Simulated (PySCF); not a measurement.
**Structure from 2D NMR**

Compound of formula C4H10O3Si2. Correlations simulated from computed shifts and the bond graph:

HSQC (one-bond C–H):
```tsv
δH	δC
6.68	156.4
4.49	95.7
4.41	95.7
2.56	28.5
```

COSY cross peaks (H two or three bonds apart, from the bond graph; peaks can be absent where the dihedral angle is near 90°):
```tsv
δH	δH
6.68	4.49
6.68	4.41
5.22	2.56
4.49	4.41
```

HMBC (two and three bonds, from the bond graph):
```tsv
δH	δC
6.68	95.7
5.22	177.9, 156.4, 28.5
4.69	177.9
4.49	156.4
4.41	156.4
2.56	177.9
```

Carbons without hydrogens: δ 177.9.

[PySCF: PBE0/pcSseg-1 with gauge-including orbitals; structure optimised with GFN2-xTB; non-relativistic Hamiltonian; single conformer; no solvent; averaged over atoms made equivalent by symmetry, fast rotation or ring inversion]

Shifts are taken against calculated references (same method and geometry level): $^{1}$H and $^{13}$C against TMS.

Exchangeable hydrogens are left out of these lists.

Q: Work out the connectivity.

A: `C([SiH2]OC=C)C(=O)O[SiH3]`.

Atoms are numbered as in `[CH2:1]=[CH:2][O:3][SiH2:4][CH2:5][C:6](=[O:7])[O:8][SiH3:9]`; H(Xn) means a hydrogen on atom n. Ha(C1) is cis to O3; Hb(C1) is trans to O3.

δC 177.9 is C6, a carbonyl carbon. δC 156.4 is C2, an alkene carbon bearing oxygen (δH 6.68). δC 95.7 is C1, a β carbon of an enol-ether or enamine type C=C (δH 4.49, 4.41). δC 28.5 is C5, an sp3 CH2 bonded to Si, α to a carbonyl (δH 2.56). HMBC from δH 5.22 reaches the proton-free carbon C6. HMBC from δH 4.69 reaches the proton-free carbon C6. HMBC from δH 2.56 reaches the proton-free carbon C6. COSY links 6.68–4.49, 6.68–4.41, 5.22–2.56, 4.49–4.41.

The shifts were computed for this structure.

Shifts are as computed. Against solution values, carbons near 30 ppm lie about +3 ppm off and those near 130 ppm about +5 ppm. Of 1211 compounds with measured shifts, 218 miss one by over three times the rms of a fit or turn the order of signals round; such compounds aren't used in these exercises.
